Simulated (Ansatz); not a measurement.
Mulliken charges of CH$_{3}$AgF$_{3}$P (`[CH3][Ag-][P+](F)(F)F`) from r2SCAN/def2-TZVPP in Ansatz (PBE0-D4/def2-TZVP geometry).

```json
{"atom": "C1", "x (Å)": "-0.281", "y (Å)": "-1.864", "z (Å)": "1.338", "charge (e)": "-0.463"}
{"atom": "Ag2", "x (Å)": "-0.028", "y (Å)": "-0.183", "z (Å)": "0.131", "charge (e)": "-0.036"}
{"atom": "P3", "x (Å)": "0.255", "y (Å)": "1.694", "z (Å)": "-1.216", "charge (e)": "0.904"}
{"atom": "F4", "x (Å)": "-0.604", "y (Å)": "1.816", "z (Å)": "-2.503", "charge (e)": "-0.206"}
{"atom": "F5", "x (Å)": "1.657", "y (Å)": "1.960", "z (Å)": "-1.826", "charge (e)": "-0.206"}
{"atom": "F6", "x (Å)": "-0.018", "y (Å)": "3.093", "z (Å)": "-0.601", "charge (e)": "-0.206"}
{"atom": "H7", "x (Å)": "0.659", "y (Å)": "-2.127", "z (Å)": "1.828", "charge (e)": "0.071"}
{"atom": "H8", "x (Å)": "-0.610", "y (Å)": "-2.717", "z (Å)": "0.740", "charge (e)": "0.071"}
{"atom": "H9", "x (Å)": "-1.031", "y (Å)": "-1.672", "z (Å)": "2.109", "charge (e)": "0.071"}
```

Task: By hand: the dipole of these point charges (1 e Å = 4.8032 D).

Result: Σ q r = (0.079, 0.523, -0.376) e Å, of length 0.649 e Å = 3.12 D.

Task: How does the dipole of the full density compare? (Best estimate.)

Result: The calculation gave: (0.070, 0.464, -0.333) e Å, 2.76 D; the point charges give 1.13 times that, at 0° from its direction.

Point charges leave out the atoms' own dipoles, such as those of lone pairs, and Mulliken's split depends on the basis, so the close match here is no proof of good charges.
